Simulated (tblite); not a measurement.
C₃H₁₃B₂NSi.
SMILES with atom numbers: `[BH2:1][Si:2]([CH3:3])([CH3:4])[NH:5][BH:6][CH3:7]` (hydrogens: H8, H9 on B1; H10, H11, H12 on C3; H13, H14, H15 on C4; H16 on N5; H17 on B6; H18, H19, H20 on C7)

Computed with GFN2-xTB (tblite), gas phase: L-BFGS steps from a force-field or distance-geometry start until the largest atomic force falls under 0.01 eV/Å.

Step 153: E = -549.0592 eV
```
atom  x, y, z in Å  |  force x, y, z in eV/Å
B1     -1.6215    1.0427    1.0381    0.030   0.051   0.026
Si2    -0.7496   -0.0971   -0.3028   -0.090   0.007   0.030
C3     -1.9220   -1.4039   -1.0740    0.007  -0.040  -0.014
C4     -0.0417    0.8772   -1.8013   -0.015   0.004   0.017
N5      0.5296   -1.1092    0.3766    0.003  -0.015   0.000
B6      1.7709   -0.7647    0.9132   -0.007  -0.063  -0.011
C7      2.2305    0.7499    0.9198    0.024   0.005  -0.006
H8     -2.6672    1.5299    0.8473   -0.001   0.008  -0.013
H9     -1.1224    1.2734    2.0711   -0.031  -0.013  -0.002
H10    -2.3913   -2.0411   -0.3286    0.019   0.040   0.012
H11    -1.3763   -2.0488   -1.7572   -0.077  -0.011  -0.051
H12    -2.7168   -0.9171   -1.6305    0.018  -0.048  -0.011
H13     0.4779    1.7759   -1.4881    0.017   0.047   0.020
H14    -0.8375    1.1811   -2.4748    0.004  -0.004  -0.019
H15     0.6639    0.2742   -2.3640   -0.007  -0.027  -0.027
H16     0.3001   -2.0926    0.3956    0.020   0.004  -0.018
H17     2.4507   -1.6293    1.3352    0.040   0.051   0.008
H18     3.1229    0.9191    1.5160    0.021   0.027   0.008
H19     1.4467    1.4038    1.2948   -0.009   0.014   0.020
H20     2.4480    1.0876   -0.0927    0.033  -0.036   0.030
```

Step 154: E = -549.0611 eV
```
atom  x, y, z in Å  |  force x, y, z in eV/Å
B1     -1.6175    1.0452    1.0357    0.015   0.059   0.033
Si2    -0.7508   -0.0959   -0.3059   -0.081   0.024  -0.013
C3     -1.9271   -1.4043   -1.0711    0.022  -0.042  -0.006
C4     -0.0485    0.8743   -1.8120   -0.001  -0.001   0.013
N5      0.5323   -1.1059    0.3704    0.007   0.005  -0.015
B6      1.7717   -0.7622    0.9126   -0.007  -0.062  -0.005
C7      2.2339    0.7524    0.9346   -0.013   0.000  -0.011
H8     -2.6577    1.5461    0.8449    0.020  -0.001  -0.011
H9     -1.1188    1.2604    2.0722   -0.037  -0.006   0.004
H10    -2.3846   -2.0438   -0.3204    0.016   0.031   0.009
H11    -1.3792   -2.0462   -1.7568   -0.114   0.005  -0.047
H12    -2.7326   -0.9237   -1.6195    0.065  -0.058  -0.005
H13     0.4756    1.7736   -1.5058    0.007   0.028   0.023
H14    -0.8480    1.1779   -2.4820    0.017  -0.010  -0.008
H15     0.6534    0.2683   -2.3781   -0.030  -0.013  -0.008
H16     0.3098   -2.0909    0.3741    0.018  -0.002  -0.007
H17     2.4518   -1.6295    1.3290    0.041   0.050   0.005
H18     3.1132    0.9169    1.5514    0.016   0.027  -0.004
H19     1.4432    1.4083    1.2935    0.008   0.001   0.008
H20     2.4746    1.0902   -0.0733    0.031  -0.034   0.048
```

Step 155: E = -549.0635 eV
```
atom  x, y, z in Å  |  force x, y, z in eV/Å
B1     -1.6195    1.0487    1.0310    0.005   0.048   0.036
Si2    -0.7561   -0.0962   -0.3079   -0.042   0.033  -0.061
C3     -1.9333   -1.4084   -1.0697    0.038  -0.035   0.011
C4     -0.0590    0.8750   -1.8185   -0.001  -0.011   0.009
N5      0.5353   -1.1001    0.3655    0.004   0.041  -0.032
B6      1.7734   -0.7595    0.9134    0.005  -0.046   0.003
C7      2.2462    0.7524    0.9476   -0.054  -0.008  -0.018
H8     -2.6509    1.5644    0.8322    0.023   0.002  -0.009
H9     -1.1290    1.2480    2.0739   -0.033   0.002   0.011
H10    -2.3795   -2.0488   -0.3135    0.012   0.011   0.014
H11    -1.3855   -2.0479   -1.7581   -0.127   0.014  -0.043
H12    -2.7492   -0.9360   -1.6109    0.098  -0.048  -0.002
H13     0.4626    1.7772   -1.5156    0.006   0.015   0.029
H14    -0.8603    1.1750   -2.4886    0.017  -0.013   0.005
H15     0.6439    0.2712   -2.3867   -0.039  -0.008   0.009
H16     0.3217   -2.0862    0.3557    0.002  -0.035   0.001
H17     2.4539   -1.6286    1.3267    0.027   0.042  -0.005
H18     3.1127    0.9083    1.5844    0.020   0.027  -0.008
H19     1.4544    1.4173    1.2880    0.008  -0.006   0.001
H20     2.5130    1.0851   -0.0553    0.031  -0.025   0.048
```

Problem. Estimate the geometry and energy of step 156. (The exact step hangs on the optimiser's Hessian estimate; all steps are aligned on step 155, rigid shifts and turns removed.)

Solution. E = -549.0659 eV, largest force 0.121 eV/Å
```
atom  x, y, z in Å  |  force x, y, z in eV/Å
B1     -1.6046    1.0537    1.0283   -0.007   0.021   0.017
Si2    -0.7572   -0.0983   -0.3153   -0.001   0.023  -0.080
C3     -1.9448   -1.4106   -1.0659    0.041  -0.019   0.015
C4     -0.0662    0.8675   -1.8342    0.020  -0.003  -0.003
N5      0.5438   -1.0982    0.3509    0.008   0.020  -0.030
B6      1.7756   -0.7561    0.9142    0.010  -0.005  -0.002
C7      2.2449    0.7584    0.9730   -0.078  -0.012   0.013
H8     -2.6281    1.5844    0.8298    0.017   0.012  -0.012
H9     -1.1164    1.2370    2.0743   -0.023   0.007   0.024
H10    -2.3782   -2.0524   -0.3036    0.014  -0.002   0.021
H11    -1.4091   -2.0485   -1.7655   -0.115   0.019  -0.028
H12    -2.7720   -0.9413   -1.5931    0.117  -0.030   0.005
H13     0.4634    1.7688   -1.5369   -0.017  -0.032   0.016
H14    -0.8708    1.1702   -2.5001    0.027  -0.013   0.021
H15     0.6293    0.2585   -2.4087   -0.060   0.016   0.041
H16     0.3443   -2.0879    0.3188    0.002   0.008   0.007
H17     2.4633   -1.6237    1.3196    0.008   0.030  -0.012
H18     3.0954    0.9145    1.6336   -0.026   0.001  -0.035
H19     1.4427    1.4218    1.2957    0.042  -0.029  -0.025
H20     2.5398    1.0931   -0.0213    0.019  -0.011   0.046
```

The energy changes by -0.0024 eV. The first-order estimate −F·Δx gives -0.0035 eV and the mean of the old and new forces, exact on a quadratic surface, -0.0024 eV. The step makes an angle of 83° with the force vector and moves no atom by more than 0.053 Å.

The cost below is that of the whole relaxation. Hardware: one thread of an Arm Neoverse N1, no GPU, on a shared host. Cost: 3.7 s.
